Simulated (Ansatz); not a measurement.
```yaml
crystal:
  periodic: [false, false, false]
  atoms:
    - {symbol: Cu, position_ang: [-0.557482, 0.955841, -0.790539]}
    - {symbol: Cu, position_ang: [-0.813613, 0.322513, 1.706748]}
    - {symbol: Cu, position_ang: [0.091558, -1.267570, -0.366925]}
    - {symbol: Cu, position_ang: [1.630094, 0.335080, 0.802850]}
    - {symbol: Se, position_ang: [-2.133386, -0.680419, 0.127771]}
    - {symbol: Se, position_ang: [1.697249, 0.354113, -1.402078]}
basis:
  gaussian: {orbitals: def2-SVPD}
hamiltonian: {xc: {name: revPBE}}
scf: {lower_state_search: off}
output: {forces: true}
```

```sh
$ ansatz run in.yaml --threads 4 --pin off --events-out ev --progress --plain --max-ram 4787MiB
```

Output, abridged:

```
Functional definition: revPBE
2502 factors; their error is unknown
mean field evaluation 1: about -309197.2023 eV, gradient 6.8e1 eV
mean field evaluation 2: about -307244.8806 eV, gradient 7.9e2 eV
mean field evaluation 4: about -309167.6270 eV, gradient 1.4e2 eV
mean field evaluation 8: about -309205.6110 eV, gradient 4.3e-2 eV
mean field -309205.53184019 eV, -11363.0937080897 hartree, gradient 1.7e-6 eV, S^2 0.000000; 0 other end points of the search recorded, 0 dependent functions left out
reference -309205.53189874 eV, -11363.0937102416 hartree; 92, 92 occupied and 126, 126 virtual orbitals, 2502 factors
Total energy: -309205.53189874 eV, -11363.0937102416 hartree
Atom 0 at    -0.557482     0.955841    -0.790539 Å, force    -0.018539     0.306291     0.067092 eV/Å
Atom 1 at    -0.813613     0.322513     1.706748 Å, force     0.141672     0.001345    -0.155388 eV/Å
Atom 2 at     0.091558    -1.267570    -0.366925 Å, force     0.382005    -0.318250     0.001427 eV/Å
Atom 3 at     1.630094     0.335080     0.802850 Å, force    -0.118337     0.040757     0.866830 eV/Å
Atom 4 at    -2.133386    -0.680419     0.127771 Å, force    -0.522193    -0.024294     0.107985 eV/Å
Atom 5 at     1.697249     0.354113    -1.402078 Å, force     0.135392    -0.005850    -0.887946 eV/Å
Dipole moment:     0.213419     0.202875     0.794077 e Å
Checks for a lower state left out: stability, starts, cluster_reference, orbital_swaps, neighbouring_geometries, increment
```

Run time 2 s (4 threads of AMD EPYC 9R45 on a shared host).
